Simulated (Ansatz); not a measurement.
Reaction (ligand exchange at a Ge–N bond): `OB(Cl)[NH][GeH3]` + `B[SeH]` → `B[Se][GeH3]` + `NB(O)Cl`

Calculated with Ansatz (gas phase, PBE0-D4/def2-TZVP geometries, no zero-point term in ΔE). CBS: MP2 limit from def2 TZ/QZ plus the TZ coupled-cluster correction, frozen cores. Functionals use def2-TZVPP. For Ge, Se outer-core shells are correlated without core-valence functions, which leaves a few kJ/mol of doubt a bond. Scalar relativity is left out up to krypton. One conformer a species, not always the lowest.

```
             level  ΔE (kcal/mol)  difference from CCSD(T)/CBS
       LDA (SPW92)          -15.2                         -1.4
         r2SCAN-D4          -15.4                         -1.6
        r2SCANh-D4          -15.6                         -1.8
        r2SCAN0-D4          -15.7                         -1.9
      CAM-B3LYP-D4          -13.8                          0.0
           ωB97X-V          -13.8                          0.0
            B2PLYP          -14.6                         -0.8
            revPBE          -16.9                         -3.1
           LC-ωPBE          -14.6                         -0.8
RPA@PBE/def2-TZVPP          -11.5                          2.3
       HF/def2-SVP          -13.1                          0.7
     CCSD/def2-SVP          -11.3                          2.5
  CCSD(T)/def2-SVP          -11.1                          2.7
    MP2/def2-TZVPP          -13.7                          0.1
   CCSD/def2-TZVPP          -13.1                          0.7
CCSD(T)/def2-TZVPP          -13.0                          0.8
       CCSD(T)/CBS          -13.8                            0
```

Largest T1 diagnostic among the species: 0.013.

At CCSD(T), def2-SVP lies +2.8 kcal/mol from the extrapolated value and def2-TZVPP +0.9 kcal/mol. Leaving LDA and LC-ωPBE aside and taking each functional with its dispersion term where it has one, the values, not all of them listed here, spread over 2.8 kcal/mol, from HSE06-D4 to B97M-V. LDA lies +1.3 kcal/mol from PBE without D4.

CCSD(T)/CBS has its own doubt, a few kJ/mol and more with outer-core shells, so smaller differences from it don't rank the levels.
